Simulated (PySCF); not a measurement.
Ge(H)3(OAc) (C2H6GeO2), SMILES C(C)(=O)[O][GeH3].

Geometry optimised at B3LYP-D3(BJ)/def2-SVP.

Level of theory: B3LYP-D3(BJ)/def2-SVP run with PySCF.

Frequencies are harmonic and unscaled.

Computed normal modes with their intensities:
```
mode  ν (cm⁻¹)  IR (km/mol)  Raman (Å⁴/amu)  depolarisation  moving atoms (share of kinetic energy)
----  --------  -----------  --------------  --------------  --------------------------------------
1           87          1.5             0.2            0.75                          H 87 %, O 11 %
2          120          3.5             0.8            0.75                  O 43 %, H 31 %, C 22 %
3          142         14.1             0.3            0.43                 O 62 %, Ge 19 %, C 12 %
4          191          0.0             0.3            0.75                          H 85 %, O 15 %
5          333          9.1             3.7            0.32         C 38 %, H 23 %, Ge 22 %, O 17 %
6          557          3.7            11.0            0.36                  O 40 %, H 31 %, C 23 %
7          577          2.2            10.1            0.75                          H 59 %, C 34 %
8          621         38.0             9.9            0.65                          H 71 %, O 17 %
9          647         38.7             6.4            0.75                  H 65 %, O 17 %, C 14 %
10         736         75.1             2.0            0.05                  O 62 %, C 18 %, H 15 %
11         845        196.3            14.0            0.65                                  H 93 %
12         870         38.5            18.9            0.75                                  H 98 %
13         880         56.8            25.2            0.75                                  H 98 %
14         955         18.5             6.6            0.07                  O 61 %, C 26 %, H 12 %
15        1014         26.7             4.1            0.29                  H 61 %, C 25 %, O 14 %
16        1053          8.6             0.1            0.75                          H 49 %, C 48 %
17        1306        272.0             6.2            0.59                  C 53 %, H 32 %, O 16 %
18        1387        152.0             2.3            0.59                          H 53 %, C 44 %
19        1438         13.3            15.9            0.72                                  H 95 %
20        1447          8.8            15.9            0.75                                  H 96 %
21        1808        215.7             1.9            0.65                          C 64 %, O 35 %
22        2165         46.5           256.5            0.03                                 H 100 %
23        2175        101.9           100.1            0.60                                  H 98 %
24        2181        105.4            75.2            0.75                                  H 98 %
25        3051          1.7           131.8            0.01                                  H 97 %
26        3130          2.9            69.8            0.75                           H 91 %, C 9 %
27        3178          4.1            74.6            0.70                          H 90 %, C 10 %
```
